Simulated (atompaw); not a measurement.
**An all-electron radial function and its pseudo partner (Zr (Z = 40))**

Columns: radius, all-electron u(r) and pseudo u(r) of the 4d shell (level -10.00 eV) of zirconium in the configuration [Ar] 3d10 4s2 4p6 4d2 5s1 5p0; PBEsol, scalar-relativistic, PAW (atompaw) scheme, atompaw 4.2.0.5.

```
r (bohr)  all-electron  pseudo
   0.110       -0.1196  0.0004
   0.219       -0.2868  0.0031
   0.329       -0.3049  0.0102
   0.438       -0.2044  0.0235
   0.548       -0.0495  0.0445
   0.658        0.1156  0.0737
   0.767        0.2668  0.1111
   0.877        0.3970  0.1565
   0.987        0.5020  0.2085
   1.096        0.5814  0.2648
   1.206        0.6393  0.3241
   1.315        0.6776  0.3828
   1.425        0.7004  0.4393
   1.535        0.7103  0.4906
   1.644        0.7102  0.5341
   1.754        0.7023  0.5688
   1.863        0.6886  0.5931
   1.973        0.6704  0.6068
   2.083        0.6491  0.6102
   2.192        0.6259  0.6044
   2.302        0.6010  0.5908
   2.412        0.5754  0.5714
   2.521        0.5497  0.5485
   2.631        0.5237  0.5236
   2.740        0.4983  0.4983
   2.850        0.4730  0.4730
```

Task: How many radial nodes do the two functions have?

Result: The all-electron 4d function has n − l − 1 = 1; the pseudo-wave has 0, since the states of the same l below it are removed with the core.

Task: Where does each function peak?

Result: Outermost all-electron maximum near 1.53 bohr, pseudo maximum near 2.08 bohr (to the table’s step).

Task: Is the pseudo-wave norm-conserving?

Result: No, it belongs to a PAW set: the norm inside the radius is not constrained, and the difference is carried by the augmentation charge.
